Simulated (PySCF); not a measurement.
**Electronic structure of Cd⁺ (cadmium, charge +1) at the LDA level**

Configuration: [Kr] 4d10 5s1, 2S determinant. Computed with PySCF 2.14 in cc-pVDZ-PP with ECP28MDF (4s4p3d1f, 38 functions), with scalar relativity through the core potential.

| Property | Result |
| --- | --- |
| Total energy | -167.0927 hartree |
| One-electron energy | -290.2474 hartree |
| Hartree (Coulomb) energy | 138.0071 hartree |
| Exchange-correlation energy | -14.8524 hartree |
| ⟨S²⟩ | 0.7505 |
| ⟨L²⟩ | 0.000 |
| Sum of ⟨r⟩ | 23.31 bohr |
| Sum of ⟨r²⟩ | 36.78 bohr² |
| Time after the integrals | 0.18 s of wall time on 1 thread of Neoverse-V1 (shared host) |

| shell | electrons | mean orbital energy (hartree) | rms radius, mean of both spins (bohr) |
| --- | --- | --- | --- |
| 4s α | 1 | -4.31435 | 0.941 |
| 4s β | 1 | -4.31237 | 0.941 |
| 4p α | 3 | -2.83064 | 1.04 |
| 4p β | 3 | -2.82800 | 1.04 |
| 4d α | 5 | -0.76858 | 1.41 |
| 4d β | 5 | -0.76042 | 1.41 |
| 5s α | 1 | -0.51074 | 2.96 |

Energies and moments cover only the electrons outside the core potential.
